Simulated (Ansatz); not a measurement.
One change: `ICCI` becomes `BCCI`.

Ansatz, PBE0-D4/def2-TZVP geometries, multiplicity 1. Each molecule was computed in one conformer, which needn't be the lowest.

Elements past krypton have def2 core potentials.

| property | `ICCI` |
| --- | --- |
| HOMO energy (ωB97M-V/def2-TZVPP) / eV | -9.65 |
| HOMO–LUMO gap (B3LYP/def2-TZVPP) / eV | 5.55 |
| LUMO energy (ωB97M-V/def2-TZVPP) / eV | 0.47 |
| LUMO energy (PBE/def2-TZVPP) / eV | -2.36 |
| HOMO energy (B3LYP/def2-TZVPP) / eV | -7.24 |
| HOMO energy (PBE/def2-TZVPP) / eV | -6.34 |

(1) Give the same properties after the change, and the shifts. (Estimate.)

## Answers

(1) Ansatz gave: 
| property | `BCCI` | shift |
| --- | --- | --- |
| HOMO energy (ωB97M-V/def2-TZVPP) / eV | -9.40 | 0.25 |
| HOMO–LUMO gap (B3LYP/def2-TZVPP) / eV | 5.03 | -0.52 |
| LUMO energy (ωB97M-V/def2-TZVPP) / eV | 0.22 | -0.25 |
| LUMO energy (PBE/def2-TZVPP) / eV | -2.75 | -0.39 |
| HOMO energy (B3LYP/def2-TZVPP) / eV | -6.98 | 0.26 |
| HOMO energy (PBE/def2-TZVPP) / eV | -6.09 | 0.25 |

With PBE0 the HOMO rises by 0.27 eV and the LUMO falls by 0.23 eV, so the gap narrows by about 0.50 eV. PBE moves the HOMO by 0.25 eV and ωB97M-V by 0.25 eV.

B3LYP here is the variant with VWN-RPA as its local correlation; programs differ in this.

Spin–orbit coupling is left out; it splits and shifts lone-pair levels of the heavy atoms by tenths of an eV.
